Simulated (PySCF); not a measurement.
C2H8O2Si. Atoms are numbered in the order given.

```xyz
13

C      1.3242    -0.8366     1.3656
O      1.2842    -0.1067     0.1602
Si    -0.1325     0.3602    -0.5829
C     -1.2685    -1.0789    -0.8883
O     -1.0018     1.4115     0.3782
H      0.7114    -0.3650     2.1567
H      0.9683    -1.8756     1.2298
H      2.3662    -0.8801     1.7196
H      0.3341     1.0208    -1.8323
H     -2.1526    -0.7644    -1.4652
H     -0.7587    -1.8774    -1.4504
H     -1.6291    -1.5030     0.0629
H     -0.5779     2.2566     0.5686
```
Charge 0, spin multiplicity 1.

Geometry: r2SCAN-D4/def2-SVP. The structure was generated by enumeration; whether it is a known compound was not checked. Other conformers were not sampled.

These are r2SCAN-D4/def2-SVP (PySCF) values and carry that method's errors.

Frequencies are harmonic and unscaled.

Computed normal modes with their intensities:
```json
[
 {"mode": "1", "ν (cm⁻¹)": "74", "IR (km/mol)": "2.3", "moving atoms (share of kinetic energy)": "C 39 %, H 30 %, O 29 %"},
 {"mode": "2", "ν (cm⁻¹)": "91", "IR (km/mol)": "0.1", "moving atoms (share of kinetic energy)": "H 97 %"},
 {"mode": "3", "ν (cm⁻¹)": "140", "IR (km/mol)": "0.8", "moving atoms (share of kinetic energy)": "H 94 %"},
 {"mode": "4", "ν (cm⁻¹)": "159", "IR (km/mol)": "4.8", "moving atoms (share of kinetic energy)": "C 49 %, H 31 %, O 18 %"},
 {"mode": "5", "ν (cm⁻¹)": "235", "IR (km/mol)": "3.0", "moving atoms (share of kinetic energy)": "O 41 %, H 31 %, C 16 %, Si 12 %"},
 {"mode": "6", "ν (cm⁻¹)": "266", "IR (km/mol)": "46.8", "moving atoms (share of kinetic energy)": "H 51 %, O 34 %, Si 8 %"},
 {"mode": "7", "ν (cm⁻¹)": "317", "IR (km/mol)": "50.9", "moving atoms (share of kinetic energy)": "H 58 %, O 22 %, Si 13 %"},
 {"mode": "8", "ν (cm⁻¹)": "392", "IR (km/mol)": "58.6", "moving atoms (share of kinetic energy)": "O 51 %, Si 25 %, H 22 %"},
 {"mode": "9", "ν (cm⁻¹)": "653", "IR (km/mol)": "12.2", "moving atoms (share of kinetic energy)": "H 48 %, C 32 %, O 17 %"},
 {"mode": "10", "ν (cm⁻¹)": "699", "IR (km/mol)": "74.2", "moving atoms (share of kinetic energy)": "H 62 %, C 18 %, Si 14 %"},
 {"mode": "11", "ν (cm⁻¹)": "751", "IR (km/mol)": "23.2", "moving atoms (share of kinetic energy)": "H 63 %, C 22 %, Si 9 %"},
 {"mode": "12", "ν (cm⁻¹)": "761", "IR (km/mol)": "37.9", "moving atoms (share of kinetic energy)": "H 35 %, O 24 %, Si 23 %, C 19 %"},
 {"mode": "13", "ν (cm⁻¹)": "838", "IR (km/mol)": "74.3", "moving atoms (share of kinetic energy)": "H 74 %, C 13 %"},
 {"mode": "14", "ν (cm⁻¹)": "842", "IR (km/mol)": "77.3", "moving atoms (share of kinetic energy)": "H 46 %, O 40 %, Si 12 %"},
 {"mode": "15", "ν (cm⁻¹)": "911", "IR (km/mol)": "294.3", "moving atoms (share of kinetic energy)": "H 66 %, Si 23 %"},
 {"mode": "16", "ν (cm⁻¹)": "945", "IR (km/mol)": "166.0", "moving atoms (share of kinetic energy)": "H 48 %, Si 34 %, O 15 %"},
 {"mode": "17", "ν (cm⁻¹)": "1141", "IR (km/mol)": "196.3", "moving atoms (share of kinetic energy)": "O 43 %, C 35 %, H 21 %"},
 {"mode": "18", "ν (cm⁻¹)": "1173", "IR (km/mol)": "0.3", "moving atoms (share of kinetic energy)": "H 76 %, C 19 %"},
 {"mode": "19", "ν (cm⁻¹)": "1206", "IR (km/mol)": "76.4", "moving atoms (share of kinetic energy)": "H 57 %, C 22 %, O 20 %"},
 {"mode": "20", "ν (cm⁻¹)": "1260", "IR (km/mol)": "52.4", "moving atoms (share of kinetic energy)": "H 76 %, C 23 %"},
 {"mode": "21", "ν (cm⁻¹)": "1425", "IR (km/mol)": "2.8", "moving atoms (share of kinetic energy)": "H 96 %"},
 {"mode": "22", "ν (cm⁻¹)": "1428", "IR (km/mol)": "4.8", "moving atoms (share of kinetic energy)": "H 96 %"},
 {"mode": "23", "ν (cm⁻¹)": "1470", "IR (km/mol)": "4.3", "moving atoms (share of kinetic energy)": "H 89 %, C 9 %"},
 {"mode": "24", "ν (cm⁻¹)": "1476", "IR (km/mol)": "4.6", "moving atoms (share of kinetic energy)": "H 96 %"},
 {"mode": "25", "ν (cm⁻¹)": "1476", "IR (km/mol)": "6.4", "moving atoms (share of kinetic energy)": "H 96 %"},
 {"mode": "26", "ν (cm⁻¹)": "2243", "IR (km/mol)": "172.5", "moving atoms (share of kinetic energy)": "H 97 %"},
 {"mode": "27", "ν (cm⁻¹)": "2984", "IR (km/mol)": "69.5", "moving atoms (share of kinetic energy)": "H 97 %"},
 {"mode": "28", "ν (cm⁻¹)": "3039", "IR (km/mol)": "0.6", "moving atoms (share of kinetic energy)": "H 97 %"},
 {"mode": "29", "ν (cm⁻¹)": "3063", "IR (km/mol)": "44.1", "moving atoms (share of kinetic energy)": "H 90 %, C 10 %"},
 {"mode": "30", "ν (cm⁻¹)": "3113", "IR (km/mol)": "33.6", "moving atoms (share of kinetic energy)": "H 91 %, C 9 %"},
 {"mode": "31", "ν (cm⁻¹)": "3143", "IR (km/mol)": "3.3", "moving atoms (share of kinetic energy)": "H 91 %, C 9 %"},
 {"mode": "32", "ν (cm⁻¹)": "3148", "IR (km/mol)": "3.1", "moving atoms (share of kinetic energy)": "H 91 %, C 9 %"},
 {"mode": "33", "ν (cm⁻¹)": "3879", "IR (km/mol)": "84.5", "moving atoms (share of kinetic energy)": "H 94 %"}
]
```
